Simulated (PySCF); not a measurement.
Structure with atom numbers: `[PH2:1][BH:2][C@@H:3]1[CH:4]=[C:5]1[Cl:6]`. Each H is labelled by its parent atom.

Geometry: PBE0-D3(BJ)/def2-SVP; GIAO absolute shieldings from PySCF 2.14.0 with density-fitted response routines, gas phase, non-relativistic, averaged over equivalent atoms.

At PBE0/def2-TZVP (228 basis functions, 24 s wall time on 1 thread of an Intel Xeon 6975P-C, shared host):
| atoms | σ (ppm) |
| --- | --- |
| P1 | 465.8 |
| B2 | 10.9 |
| C5 | 57.3 |
| C4 | 80.6 |
| C3 | 151.8 |
| Cl6 | 718.6 |
| H(B2) | 23.43 |
| H(C4) | 24.78 |
| H(P1) | 28.01 |
| H(C3) | 28.92 |

Question: Predict the values at B3LYP/pcSseg-2 on the same geometry.

Answer: 
```tsv
atoms	σ at B3LYP/pcSseg-2	change
P1	456.6	-9.2
B2	0.3	-10.6
C5	44.6	-12.7
C4	69.8	-10.8
C3	142.4	-9.4
Cl6	710.8	-7.8
H(B2)	23.69	+0.26
H(C4)	24.71	-0.07
H(P1)	28.11	+0.10
H(C3)	28.89	-0.03
```

The largest change is at C5 (fully substituted alkene carbon). Cost: 300 basis functions, 42 s wall time on 1 thread of an Arm Neoverse V1, shared host. The order of the carbon signals is the same at both levels.

A carbon bonded to boron is broadened by the quadrupolar boron nucleus and is often missing from a measured spectrum. Carbons that carry Cl, above all several Cl atoms, come out too deshielded, partly because spin–orbit coupling is missing.
